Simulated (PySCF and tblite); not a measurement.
The numbers below are computed, except where a source is named.
C₇H₈, numbered as in [CH2:1]=[CH:2][C:3]([CH3:4])=[C:5]1[CH:6]=[CH:7]1: conformational analysis

Conformers came from 60 starts (ETKDG and KDG, MMFF94s, GFN2-xTB); geometries are GFN2-xTB. Free energies are PBE0-D3(BJ)/def2-SVP (IEF-PCM, chloroform) single points with GFN2-xTB rigid-rotor and vibrational terms (modes under about 100 cm⁻¹ blended into free rotors). Symmetry numbers and mirror images are counted. Conformers within 2.5 kcal/mol (GFN2-xTB free energy) were kept, 6 at most. GIAO shieldings: WP04/pcSseg-1 (IEF-PCM, chloroform). Shifts are against TMS (¹H), TMS (¹³C) at the same level; of two unlike H on one atom, a is the less shielded. (PySCF 2.14, tblite 0.8.)

Torsions listed: C1–C2–C3–C4.

```csv
conformer,shape,symmetry,E(GFN2) kcal/mol,E(DFT) kcal/mol,G(298.15 K) kcal/mol,weight %,dipole D
1,0°,Cs,0.00,0.00,0.00,99.5,3.56
2,180°,Cs,0.84,3.47,3.12,0.5,2.88
```

Weights (%) against temperature:

```csv
T (K),1,2,S(mix) cal/mol/K
250,99.8,0.2,0.03
298.15,99.5,0.5,0.06
350,98.9,1.1,0.12
```

Averaged shifts at 298.15 K. ¹H: 8.35 (H7, 1H), 8.25 (H6, 1H), 6.45 (H2, 1H), 4.57 (H1a, 1H), 4.49 (H1b, 1H), 1.87 (H4, 3H) ppm. ¹³C: 145.2 (C2), 143.9 (C7), 141.9 (C6), 125.2 (C5), 104.3 (C1), 94.4 (C3), 19.7 (C4) ppm.

Coordinates of conformer 1 (Å):

```xyz
15

C    -2.009   -1.459   -0.124
C    -0.715   -1.182   -0.256
C    -0.083    0.091    0.041
C    -0.919    1.237    0.547
C     1.222    0.235   -0.135
C     2.452    1.004   -0.099
C     2.536   -0.251   -0.512
H    -2.401   -2.431   -0.367
H    -2.723   -0.735    0.228
H    -0.042   -1.951   -0.614
H    -0.298    2.113    0.719
H    -1.408    0.967    1.483
H    -1.691    1.494   -0.177
H     2.937    1.927    0.112
H     3.136   -1.053   -0.869
```

Shifts are unscaled: against experiment ¹³C can be off by 15 ppm or more and ¹H by 0.8 ppm.

Search and properties took 45 s on 1 thread of Arm Neoverse V1 (shared host) (rough), launched as `OMP_NUM_THREADS=1 python ens_run.py task.json out`.
